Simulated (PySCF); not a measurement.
CsF, SMILES [Cs][F].

The structure is a stationary point at B3LYP-D3(BJ)/def2-TZVPD. The def2 effective core potentials stand for the cores of Cs; spin–orbit coupling is left out.

Calculation: IEF-PCM-M06-2X/def2-TZVPD (PySCF).

The values are the electrostatic part of the solvation free energy, E(continuum) − E(gas) at the gas-phase geometry, in a cavity of scaled van der Waals radii (PySCF's table); cavitation and dispersion terms are not included. A continuum can't describe solvent molecules that bind to the metal. In vacuum the orbital gap is 7.48 eV. The dipole moment in vacuum is 8.38 D.

```
solvent       ε  ΔG(elec) (kcal/mol)  dipole (D)  gap (eV)
--------  -----  -------------------  ----------  --------
water     78.36                -12.5        9.26      8.84
toluene    2.37                  ___         ___       ___
n-hexane   1.88                 -4.4        8.70      7.97
```

### Question
Fill in the missing entries. (The exact figures need the calculation; the answer reports its results.)

### Answer

- toluene, ΔG(elec) (kcal/mol): -5.7
- toluene, dipole (D): 8.79
- toluene, gap (eV): 8.12
